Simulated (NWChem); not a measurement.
Molecule: C4H6O; SMILES C=C=COC

```xyz
11

C      0.3872    -2.1852     0.0000
C     -0.2593    -1.0471     0.0000
C     -0.9543     0.0688     0.0000
O     -0.4771     1.3497     0.0000
C      0.9380     1.4765     0.0000
H      0.6730    -2.6892     0.9242
H      0.6730    -2.6892    -0.9242
H     -2.0413     0.0650     0.0000
H      1.1493     2.5474     0.0000
H      1.3756     1.0091     0.8918
H      1.3756     1.0091    -0.8918
```
Atoms are numbered in this order, from 1.

All runs use the structure optimised with B3LYP/6-31G* (spherical d).

**Question.** Give the principal values of the shielding tensors (ppm) of C1, C2, C3, O4, C5 from Hartree-Fock/6-31G* (spherical d), GIAO (NWChem), with their diamagnetic and paramagnetic parts as GIAO splits them.

**Answer.** 
```csv
atom,σ11,σ22,σ33,isotropic,diamagnetic,paramagnetic
C1,26.4,124.8,188.6,113.3,263.2,-150.0
C2,-17.6,-16.4,30.0,-1.3,253.2,-254.6
C3,12.7,93.5,136.8,81.0,255.4,-174.4
O4,271.6,321.3,347.0,313.3,395.6,-82.3
C5,125.1,131.2,191.5,149.2,246.6,-97.4
```
